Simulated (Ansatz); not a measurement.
Ansatz results at the PBE0-D4/def2-TZVP geometry: HOMO energy (PBE0/def2-TZVPP) -7.71 eV; HOMO energy (B3LYP/def2-TZVPP) -7.48 eV; size of the dipole moment (PBE/def2-TZVPP) 2.13 D.

Each molecule was computed in one conformer, which needn't be the lowest.

(1) Which molecule gave them?
A. `[SiH3][CH]1[AlH][SiH2]1`
B. `[OH][Ge]([OH])([SH])[Cl]`
C. `O=CC[SiH](O)Cl`
D. `CO[Si]1(Cl)CO1`

Results:

(1) D. The others give `[SiH3][CH]1[AlH][SiH2]1`: -6.20, -6.00, 1.07; `O=CC[SiH](O)Cl`: -7.58, -7.34, 2.91; `[OH][Ge]([OH])([SH])[Cl]`: -8.14, -7.88, 1.91.

B3LYP here is the variant with VWN-RPA as its local correlation; programs differ in this.
